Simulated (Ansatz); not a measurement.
AlCl$_{2}$H$_{3}$O$_{4}$Si, relaxed with RKS PBE-D4/def2-SVP in the Gaussian-basis code of Ansatz from a rough embedded geometry. The force threshold is 0.03 eV/Å; the program also tests the step.

Charge 0, multiplicity 1. The bonds changed during the relaxation, so this is another structure than the one it started from.

Start:

```xyz
11

O    -1.267   -0.201   -1.083
Si   -0.297   -0.578    0.307
O    -1.178   -1.656    1.260
O     1.125   -1.390   -0.133
O     0.071    0.808    1.249
Al    1.027    1.974    0.191
Cl    3.209    1.783    0.105
Cl   -0.040    3.403   -1.073
H    -2.060    0.337   -0.699
H    -1.444   -2.413    0.664
H     0.851   -2.065   -0.788
```

| step | energy (eV) | largest force (eV/Å) | largest move (Å) |
| --- | --- | --- | --- |
| 1 | -47721.3834 | 2.013 | 0.000 |
| 2 | -47721.9256 | 1.164 | 0.151 |
| 3 | -47722.0958 | 0.645 | 0.200 |
| 4 | -47722.1717 | 0.231 | 0.152 |
| 5 | -47722.1961 | 0.150 | 0.131 |
| 6 | -47722.2085 | 0.111 | 0.125 |
| 7 | -47722.2203 | 0.173 | 0.172 |
| 8 | -47722.2247 | 0.314 | 0.195 |
| 9 | -47722.2342 | 0.309 | 0.053 |
| 10 | -47722.2549 | 0.152 | 0.200 |
| 11 (rejected) | -47722.2530 | 0.735 | 0.174 |
| 13 | -47722.2756 | 0.123 | 0.100 |
| 15 | -47722.2891 | 0.388 | 0.195 |
| 17 | -47722.3042 | 0.074 | 0.161 |
| 19 | -47722.3101 | 0.100 | 0.082 |
| 21 | -47722.3164 | 0.110 | 0.090 |
| 23 | -47722.3193 | 0.049 | 0.058 |
| 25 | -47722.3270 | 0.244 | 0.146 |
| 27 | -47722.3419 | 0.222 | 0.123 |
| 29 | -47722.4233 | 0.274 | 0.195 |
| 31 | -47722.6511 | 0.575 | 0.196 |
| 33 | -47722.8547 | 0.916 | 0.194 |
| 35 | -47722.8984 | 0.118 | 0.049 |
| 37 (rejected) | -47722.8987 | 0.307 | 0.028 |
| 39 | -47722.9014 | 0.030 | 0.035 |
| 41 | -47722.9020 | 0.067 | 0.026 |
| 42 | -47722.9022 | 0.011 | 0.006 |

End:

```xyz
11

O    -1.777   -0.888   -1.090
Si   -0.246   -0.619   -0.534
O    -0.194   -0.014    1.130
O     0.530   -2.070   -0.456
O     0.508    0.723   -1.082
Al    0.809    1.555    0.484
Cl    2.749    1.450    1.321
Cl   -0.325    3.307    0.826
H    -2.231   -0.096   -1.430
H    -0.028   -0.593    1.897
H     0.207   -2.756   -1.066
```

Run time 3.5 min (8 threads of an AMD EPYC on a shared host); peak host memory 0.26 GiB.
